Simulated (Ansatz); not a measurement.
```yaml
crystal:
  periodic: [false, false, false]
  atoms:
    - {symbol: C, position_ang: [-2.093045, -1.075251, -2.093989]}
    - {symbol: C, position_ang: [-0.700121, -0.969392, -2.163589]}
    - {symbol: C, position_ang: [-0.060678, -0.982493, -0.915749]}
    - {symbol: C, position_ang: [-0.349552, 0.129811, -0.119029]}
    - {symbol: C, position_ang: [0.235802, 0.100253, 1.156115]}
    - {symbol: C, position_ang: [1.642948, 0.043350, 1.144003]}
    - {symbol: C, position_ang: [2.278635, 1.087252, 0.461699]}
    - {symbol: C, position_ang: [-0.215803, 1.174291, 1.936119]}
    - {symbol: O, position_ang: [-1.501796, 1.172319, 2.124887]}
    - {symbol: H, position_ang: [-2.505830, -0.294856, -1.614241]}
    - {symbol: H, position_ang: [-2.500577, -1.113030, -3.011947]}
    - {symbol: H, position_ang: [-2.365835, -1.911811, -1.604857]}
    - {symbol: H, position_ang: [-0.450210, -0.123276, -2.652957]}
    - {symbol: H, position_ang: [-0.340450, -1.728293, -2.720107]}
    - {symbol: H, position_ang: [0.933779, -1.043046, -1.065558]}
    - {symbol: H, position_ang: [-0.319468, -1.824019, -0.420029]}
    - {symbol: H, position_ang: [-1.343592, 0.216397, 0.004776]}
    - {symbol: H, position_ang: [-0.059970, 0.968913, -0.599798]}
    - {symbol: H, position_ang: [-0.081686, -0.744464, 1.617699]}
    - {symbol: H, position_ang: [1.930998, -0.834146, 0.744196]}
    - {symbol: H, position_ang: [1.966949, 0.026044, 2.098776]}
    - {symbol: H, position_ang: [3.277144, 0.988502, 0.516478]}
    - {symbol: H, position_ang: [2.031987, 1.100299, -0.512596]}
    - {symbol: H, position_ang: [2.045527, 1.986482, 0.845671]}
    - {symbol: H, position_ang: [0.275654, 1.178614, 2.820676]}
    - {symbol: H, position_ang: [-1.415444, 0.723962, 2.594105]}
    - {symbol: H, position_ang: [-1.715444, 0.423962, 2.544105]}
basis:
  gaussian: {orbitals: aug-cc-pVDZ, nuclear_model: gaussian}
hamiltonian: {xc: {name: revPBE}, dispersion: d3bjatm}
```

```sh
$ ansatz run in.yaml --threads 4 --pin off --events-out ev --progress --plain --max-ram 66560MiB --backend cuda --devices 0, --max-vram 37GiB
```

It prints (some lines left out):

```
Functional definition: revPBE
3203 factors; their error is unknown
mean field evaluation 1: about -10559.1165 eV, gradient 1.4e2 eV
mean field evaluation 2: about -10046.6808 eV, gradient 4.1e2 eV
mean field evaluation 4: about -10590.1425 eV, gradient 7.3e1 eV
mean field evaluation 8: about -10606.2552 eV, gradient 1.1e0 eV
mean field evaluation 16: about -10606.1692 eV, gradient 4.3e-3 eV
mean field -10606.16915969 eV, -389.7695274991 hartree, gradient 7.1e-5 eV, S^2 0.000000; 1 other end points of the search recorded, 0 dependent functions left out
reference -10606.16936953 eV, -389.7695352103 hartree; 37, 37 occupied and 332, 332 virtual orbitals, 3203 factors
Total energy: -10608.02929650 eV, -389.8378862658 hartree
```

(1) What is wrong with this run?

## Answers

(1) One atom was put on top of another. Self-consistency was reached. The result belongs to that input, not to the molecule as meant.
